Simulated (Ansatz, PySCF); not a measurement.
Donor–acceptor adduct: BH3 (SMILES B) (first 4 atoms) with PH3 (SMILES P); geometry from B3LYP-D3(BJ)/def2-TZVP, rigid monomers moved along the line of their centres of mass till B1···P5 is 1.74 Å.
(charge 0, multiplicity 1):
```tsv
atom	x (Å)	y (Å)	z (Å)
B	-0.0303	-0.0774	0.6721
H	1.0967	-0.4211	0.4177
H	-0.8416	-0.9688	0.6552
H	-0.3837	0.9320	0.1159
P	0.0459	0.3792	2.3460
H	-1.1341	0.8370	2.9591
H	0.4369	-0.5980	3.2788
H	0.9220	1.4186	2.7067
```

Counterpoise-corrected where a basis set is named; no monomer relaxation.

Cores are frozen in the correlated methods.

Codes used: Ansatz (a quantum-chemistry and plane-wave program) with Gaussian orbitals; PySCF for the dispersion terms. Each number belongs to the level named beside it.

Q: Predict the interaction energy from HF/aug-cc-pV(T+d)Z.

A: -14.9 kcal/mol

Q: What is the computed interaction energy (CCSD(T)/aug-cc-pV(T+d)Z)?

A: -27.8 kcal/mol

Q: What is the computed interaction energy (PBE-D4/def2-TZVPPD)?

A: -38.7 kcal/mol
